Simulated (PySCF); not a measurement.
C$_{5}$H$_{4}$N (SMILES [c]1cccnc1), doublet, geometry from GFN2-xTB; CAMB3LYP/STO-3G (PySCF).

Input for PySCF:
```python
from pyscf import gto, scf, dft

mol = gto.M(
    atom='''
N    -0.015803   -0.054138    1.345633
C     0.016158   -0.057482   -1.396115
C    -0.005650    1.080388    0.678672
C    -0.010739   -1.214501    0.702801
C     0.005227   -1.215119   -0.666583
C     0.010635    1.153084   -0.704944
H     0.028732   -0.070150   -2.476878
H    -0.010859    1.976247    1.286408
H    -0.019692   -2.106622    1.310406
H     0.018654    2.101265   -1.222354
''',
    basis='sto-3g',
    charge=0,
    spin=1,
    verbose=4,
    symmetry=True,
)

mf = dft.UKS(mol)
mf.xc = 'camb3lyp'
mf.irrep_nelec = {"A'": (17, 17), 'A"': (4, 3)}
mf.kernel()
mf.analyze()
```

It wrote (shortened):

```
PySCF version 2.14.0

[INPUT] verbose = 4
[INPUT] num. atoms = 10
[INPUT] num. electrons = 41
[INPUT] charge = 0
[INPUT] spin (= nelec alpha-beta = 2S) = 1
[INPUT] symmetry True subgroup None
[INPUT] Mole.unit = angstrom
[INPUT] Symbol           X                Y                Z      unit          X                Y                Z       unit  Magmom
[...]
nuclear repulsion = 198.678149047018
point group symmetry = Cs
symmetry origin: [-1.35393052e-18 -2.76545287e-07 -4.60908809e-08]
symmetry axis x: [-0.00584163  0.76903708  0.63917747]
symmetry axis y: [-0.01030502 -0.63920073  0.76897089]
symmetry axis z: [ 0.99992984 -0.00209469  0.01165892]
num. orbitals of irrep A' = 28
num. orbitals of irrep A" = 6
number of shells = 22
number of NR pGTOs = 102
number of NR cGTOs = 34
basis = sto-3g
ecp = {}

******** <class 'pyscf.dft.uks_symm.SymAdaptedUKS'> ********
method = SymAdaptedUKS
initial guess = minao
damping factor = 0
level_shift factor = 0
DIIS = <class 'pyscf.scf.diis.CDIIS'>
diis_start_cycle = 1
diis_space = 8
diis_damp = 0
SCF conv_tol = 1e-09
SCF conv_tol_grad = None
SCF max_cycles = 50
direct_scf = True
direct_scf_tol = 1e-13
number electrons alpha = 21  beta = 20
irrep_nelec {"A'": (17, 17), 'A"': (4, 3)}
XC library pyscf.dft.libxc version 7.1.2
    S. Lehtola, C. Steigemann, M. J. T. Oliveira, and M. A. L. Marques,  SoftwareX 7, 1–5 (2018)
XC functionals = camb3lyp
    T. Yanai, D. P. Tew, and N. C. Handy,  Chem. Phys. Lett. 393, 51 (2004)
radial grids:
    Treutler-Ahlrichs [JCP 102, 346 (1995); DOI:10.1063/1.469408] (M4) radial grids

becke partition: Becke, JCP 88, 2547 (1988); DOI:10.1063/1.454033
pruning grids: <function nwchem_prune>
grids dens level: 3
symmetrized grids: True
atomic radii adjust function: <function treutler_atomic_radii_adjust>
small_rho_cutoff = 0
Freeze 41 electrons in irreps ["A'", 'A"']
    0 free electrons in irreps
Set gradient conv threshold to 3.16228e-05
tot grids = 123728
init E= -245.810875600221

cycle= 1 E= -244.059458465109  delta_E= 1.75  |g|= 0.347  |ddm|= 3.43

cycle= 2 E= -243.229812141686  delta_E= 0.83  |g|= 1.18  |ddm|= 1.89

cycle= 3 E= -244.144579786998  delta_E= -0.915  |g|= 0.101  |ddm|= 1.54
cycle= 4 E= -244.149998875105  delta_E= -0.00542  |g|= 0.0542  |ddm|= 0.202
cycle= 5 E= -244.152225967558  delta_E= -0.00223  |g|= 0.0182  |ddm|= 0.0832
cycle= 6 E= -244.152958640425  delta_E= -0.000733  |g|= 0.0143  |ddm|= 0.0517
cycle= 7 E= -244.153626014332  delta_E= -0.000667  |g|= 0.0155  |ddm|= 0.0454
cycle= 8 E= -244.151682677086  delta_E= 0.00194  |g|= 0.0119  |ddm|= 0.191
cycle= 9 E= -244.151618255355  delta_E= 6.44e-05  |g|= 0.00655  |ddm|= 0.066
cycle= 10 E= -244.151663365031  delta_E= -4.51e-05  |g|= 0.00255  |ddm|= 0.0165
cycle= 11 E= -244.151669343941  delta_E= -5.98e-06  |g|= 0.0013  |ddm|= 0.00633
cycle= 12 E= -244.15167736491  delta_E= -8.02e-06  |g|= 0.000567  |ddm|= 0.01
cycle= 13 E= -244.151678655224  delta_E= -1.29e-06  |g|= 0.000392  |ddm|= 0.00442
cycle= 14 E= -244.151678937662  delta_E= -2.82e-07  |g|= 0.000201  |ddm|= 0.00148
cycle= 15 E= -244.151679103967  delta_E= -1.66e-07  |g|= 0.000182  |ddm|= 0.00136
cycle= 16 E= -244.151679266856  delta_E= -1.63e-07  |g|= 0.000124  |ddm|= 0.00148
cycle= 17 E= -244.151679419947  delta_E= -1.53e-07  |g|= 0.000107  |ddm|= 0.00168
cycle= 18 E= -244.151679634927  delta_E= -2.15e-07  |g|= 8.48e-05  |ddm|= 0.00297
cycle= 19 E= -244.151679690663  delta_E= -5.57e-08  |g|= 7.82e-05  |ddm|= 0.000861
cycle= 20 E= -244.151679764801  delta_E= -7.41e-08  |g|= 7.3e-05  |ddm|= 0.00138
cycle= 21 E= -244.151679784496  delta_E= -1.97e-08  |g|= 7.37e-05  |ddm|= 0.000441
cycle= 22 E= -244.151679768708  delta_E= 1.58e-08  |g|= 7.5e-05  |ddm|= 0.000393
cycle= 23 E= -244.15167976887  delta_E= -1.62e-10  |g|= 6.7e-05  |ddm|= 0.000422
cycle= 24 E= -244.1516797774  delta_E= -8.53e-09  |g|= 4.77e-05  |ddm|= 0.00156
cycle= 25 E= -244.151679785888  delta_E= -8.49e-09  |g|= 9.17e-06  |ddm|= 0.00182
[...]
converged SCF energy = -244.15167978633  <S^2> = 0.77375188  2S+1 = 2.0236125
Total Energy =                        -244.151679786330021
[...]
alpha MO #13 (A' #13), energy= -0.506793443290676 occ= 1
alpha MO #14 (A' #14), energy= -0.481475296222231 occ= 1
alpha MO #15 (A" #1), energy= -0.444312521186663 occ= 1
alpha MO #16 (A' #15), energy= -0.426769916568996 occ= 1
alpha MO #17 (A' #16), energy= -0.421730102151699 occ= 1
alpha MO #18 (A" #2), energy= -0.32091079904963 occ= 1
alpha MO #19 (A" #3), energy= -0.290374224090462 occ= 1
alpha MO #20 (A' #17), energy= -0.259445086783358 occ= 1
alpha MO #21 (A" #4), energy= -0.0622222678286115 occ= 1
alpha MO #22 (A' #18), energy= -0.0549284146709451 occ= 0
alpha MO #23 (A" #5), energy= 0.127867155451033 occ= 0
alpha MO #24 (A" #6), energy= 0.280092632299818 occ= 0
alpha MO #25 (A' #19), energy= 0.439910820977994 occ= 0
alpha MO #26 (A' #20), energy= 0.482648490263903 occ= 0
alpha MO #27 (A' #21), energy= 0.491016031141442 occ= 0
alpha MO #28 (A' #22), energy= 0.536471250447627 occ= 0
alpha MO #29 (A' #23), energy= 0.580132536021516 occ= 0
alpha MO #30 (A' #24), energy= 0.631790671332168 occ= 0
alpha MO #31 (A' #25), energy= 0.662219793513207 occ= 0
alpha MO #32 (A' #26), energy= 0.682510090482036 occ= 0
alpha MO #33 (A' #27), energy= 0.842316231265199 occ= 0
alpha MO #34 (A' #28), energy= 0.854379839869111 occ= 0
beta  MO #1 (A' #1), energy= -14.2213776990545 occ= 1
beta  MO #2 (A' #2), energy= -10.1374575081833 occ= 1
beta  MO #3 (A' #3), energy= -10.1154674431511 occ= 1
beta  MO #4 (A' #4), energy= -10.1150793572294 occ= 1
beta  MO #5 (A' #5), energy= -10.0780888937009 occ= 1
beta  MO #6 (A' #6), energy= -10.050965202045 occ= 1
beta  MO #7 (A' #7), energy= -0.99671790175089 occ= 1
beta  MO #8 (A' #8), energy= -0.83552444437692 occ= 1
beta  MO #9 (A' #9), energy= -0.801370292840778 occ= 1
beta  MO #10 (A' #10), energy= -0.660463444270136 occ= 1
beta  MO #11 (A' #11), energy= -0.644579900004428 occ= 1
beta  MO #12 (A' #12), energy= -0.559057895550141 occ= 1
beta  MO #13 (A' #13), energy= -0.502708125084875 occ= 1
beta  MO #14 (A' #14), energy= -0.478195249586744 occ= 1
beta  MO #15 (A' #15), energy= -0.423061412505761 occ= 1
beta  MO #16 (A' #16), energy= -0.418511178737535 occ= 1
beta  MO #17 (A" #1), energy= -0.41516138091159 occ= 1
beta  MO #18 (A" #2), energy= -0.281213624263215 occ= 1
beta  MO #19 (A" #3), energy= -0.255503877509973 occ= 1
beta  MO #20 (A' #17), energy= -0.255376659683992 occ= 1
beta  MO #21 (A' #18), energy= -0.0484479754703204 occ= 0
beta  MO #22 (A" #4), energy= 0.135230773411704 occ= 0
beta  MO #23 (A" #5), energy= 0.156578206017175 occ= 0
beta  MO #24 (A" #6), energy= 0.335606013296012 occ= 0
beta  MO #25 (A' #19), energy= 0.44323735080129 occ= 0
beta  MO #26 (A' #20), energy= 0.491049799402976 occ= 0
beta  MO #27 (A' #21), energy= 0.501139637156035 occ= 0
beta  MO #28 (A' #22), energy= 0.548433160170862 occ= 0
beta  MO #29 (A' #23), energy= 0.58771479361072 occ= 0
beta  MO #30 (A' #24), energy= 0.638401414024684 occ= 0
beta  MO #31 (A' #25), energy= 0.668778011656718 occ= 0
beta  MO #32 (A' #26), energy= 0.6910269378697 occ= 0
beta  MO #33 (A' #27), energy= 0.848727574205195 occ= 0
beta  MO #34 (A' #28), energy= 0.862718770094226 occ= 0
 ** Mulliken pop alpha/beta on meta-lowdin orthogonal AOs **
 ** Mulliken pop       alpha | beta **
[...]
In total            21.00000 | 20.00000
 ** Mulliken atomic charges   ( Nelec_alpha | Nelec_beta ) **
charge of  0N =     -0.10460  (     3.70572      3.39888 )
charge of  1C =     -0.16239  (     3.31004      2.85235 )
charge of  2C =     -0.00969  (     3.02791      2.98177 )
charge of  3C =     -0.04904  (     3.13696      2.91208 )
charge of  4C =      0.13593  (     2.90279      2.96129 )
charge of  5C =     -0.06543  (     3.06017      3.00526 )
charge of  6H =      0.07121  (     0.45625      0.47254 )
charge of  7H =      0.07203  (     0.46126      0.46671 )
charge of  8H =      0.05452  (     0.46850      0.47698 )
charge of  9H =      0.05745  (     0.47041      0.47214 )
Dipole moment(X, Y, Z, Debye):  0.01326, -0.04769, -1.14605
```
